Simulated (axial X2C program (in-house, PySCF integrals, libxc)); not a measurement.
Low determinants of WAs at the PBE0 level, with spin–orbit coupling

Computed with an in-house all-electron X2C program for linear molecules (integrals from PySCF). Two-component (2c) means X2C with spin–orbit coupling and atomic mean-field two-electron Coulomb and Gaunt terms. Basis: W dyall-cv3z [13s14p9d7f4g], As dyall-cv3z [9s9p6d4f1g] (cores contracted in-house); Gaussian nuclei, density fitting, unrestricted open shells. Masses: W 183.951 u, As 74.922 u.

Search at 2.255 Å (vertical energies from the lowest determinant):

| ΔE (eV) | state | electrons beyond evenly filled partner blocks | electrons in ±ω = 1/2, 3/2, 5/2, 7/2 |
| --- | --- | --- | --- |
| 0.00 | Ω = 3/2 | ω = 1/2, ω = -3/2, ω = 5/2 | 63 31 11 2 |
| 0.79 | Ω = 3/2 | ω = 3/2 | 64 31 10 2 |
| 1.24 | Ω = 1/2 | ω = 1/2 | 63 32 10 2 |
| 1.34 | Ω = 5/2 | ω = 5/2 | 64 30 11 2 |
| 1.62 | Ω = 1/2 | ω = -1/2, ω = -3/2, ω = 5/2 | 63 31 11 2 |
| 1.71 | Ω = 9/2 | ω = 1/2, ω = 3/2, ω = 5/2 | 63 31 11 2 |
| 1.78 | Ω = 7/2 | ω = -1/2, ω = 3/2, ω = 5/2 | 63 31 11 2 |

Lowest determinant, Ω = 3/2 (⟨Sz⟩ = 1.48, ⟨Lz⟩ = 0.02 at PBE0): Re = 2.241 Å, ωe = 308.0 cm⁻¹.

The determinant in row 2 of the search, Ω = 3/2 (⟨Sz⟩ = -0.48, ⟨Lz⟩ = 1.98 at PBE0), was followed along the bond at PBE0; measured from the minimum of the lowest determinant it gives:

Te = 0.737 eV (5943 cm⁻¹), Re = 2.186 Å, ωe = 356.4 cm⁻¹.

(1) Compare the bond of the determinant in row 2 with that of the lowest one.

The search compares states at one distance, so a state with another bond length can lie lower; it is not exhaustive and yields mostly the lowest determinant of each block pattern, so other components and higher states of one pattern are missing. These are energies of single determinants, not of spin-adapted states; PBE0 term energies can be off by some tenths of an eV, and the functional has no current term.

## Answers

(1) At PBE0 its Re is 0.055 Å shorter and its force constant, which goes as ωe², is 1.34 times that of the lowest determinant. T0 ≈ Te + Δωe/2 = 5943 + (24) = 5967 cm⁻¹.
